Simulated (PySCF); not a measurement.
Be(NMe2)(SiH3) (C2H9BeNSi), SMILES C[N](C)[Be][SiH3]. Atoms are numbered in the order given.

```xyz
14

Be    -0.2385     0.1344     0.1736
N      0.8579    -0.4762    -0.6728
C      2.2646    -0.1405    -0.5253
C      0.6125    -1.4584    -1.7160
H      2.8702    -1.0315    -0.2676
H      2.6813     0.2847    -1.4594
H      2.4058     0.6039     0.2745
H      0.9525    -1.0944    -2.7054
H      1.1432    -2.4091    -1.5121
H     -0.4630    -1.6846    -1.7932
Si    -1.8042     1.0025     1.4070
H     -2.8589     0.0068     1.7769
H     -2.5184     2.1423     0.7519
H     -1.2677     1.5356     2.6993
```

The structure is a stationary point at TPSSh-D3(BJ)/def2-SVP. The structure was generated by enumeration; whether it is a known compound was not checked. One conformer was computed; it need not be the lowest.

Two levels are set side by side: PBE/pcSseg-1 (PySCF) and HF/pcSseg-1 (PySCF). GIAO shifts against NH3 (¹⁵N), TMS (²⁹Si), TMS (¹H), TMS (¹³C) at the same level; non-relativistic, no solvent, atoms listed together averaged. Differences are taken from unrounded values.

```json
[
 {"quantity": "δ(¹⁵N) of N2 (ppm)", "HF": "62.4"},
 {"quantity": "δ(¹³C) of C3, C4 (ppm)", "HF": "37.5"},
 {"quantity": "δ(²⁹Si) of Si11 (ppm)", "HF": "-124.5"},
 {"quantity": "δ(¹H) of H12, H13, H14 (ppm)", "HF": "3.06"}
]
```

Problem. What does PBE give, and how far is it from HF? (An estimate is asked for; the answer gives what the named calculation found.)

Solution. 
| quantity | PBE | PBE minus HF |
|---|---|---|
| δ(¹⁵N) of N2 (ppm) | 102.6 | 40.2 |
| δ(¹³C) of C3, C4 (ppm) | 42.4 | 4.9 |
| δ(²⁹Si) of Si11 (ppm) | -153.4 | -28.9 |
| δ(¹H) of H12, H13, H14 (ppm) | 3.19 | 0.13 |

Rough cost on one machine, each run with all the roots and properties that it gave: HF against PBE within a factor of 2.
